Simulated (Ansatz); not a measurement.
CH₄Ga₂, SMILES `[CH2]1[GaH][GaH]1`. Total charge 0; spin multiplicity 1.

```xyz
7

C     0.624   -0.027   -0.547
Ga   -1.359    0.404   -0.092
Ga    0.349   -0.464    1.326
H     1.494    0.408   -1.039
H     0.208   -0.812   -1.212
H    -2.459    0.901   -1.103
H     1.144   -0.408    2.667
```

What are the harmonic wavenumbers in cm⁻¹ at PBE0-D4/def2-TZVP (Ansatz, finite differences of forces, unscaled)? (An estimate is asked.)

Computed: 151, 232, 303, 362, 449, 508, 527, 632, 710, 803, 1347, 1911, 1968, 2944, 3134.

Is this a minimum?

Yes, all 15 modes are real.

Give the ideal-gas thermochemistry at 298.15 K and 1 bar (rigid rotor, harmonic oscillator; point group C1, symmetry number 1).

Zero-point energy 95.6 kJ/mol; H(298) − E = 113.2 kJ/mol; entropy 322.7 J/(mol·K), of which translation 171.8, rotation 109.1, vibration 41.8; G(298) − E = 17.0 kJ/mol.

And at 400, 500, 600, 800 and 1000 K?


```
T (K)  H − E (kJ/mol)  S (J/mol/K)  G − E (kJ/mol)
  400           122.9        350.5           -17.3
  500           133.4        373.9           -53.6
  600           144.6        394.3           -92.0
  800           168.6        428.8          -174.4
 1000           194.3        457.5          -263.1
```

Rotational constants (cm⁻¹)?

0.4234, 0.07869, 0.06721.
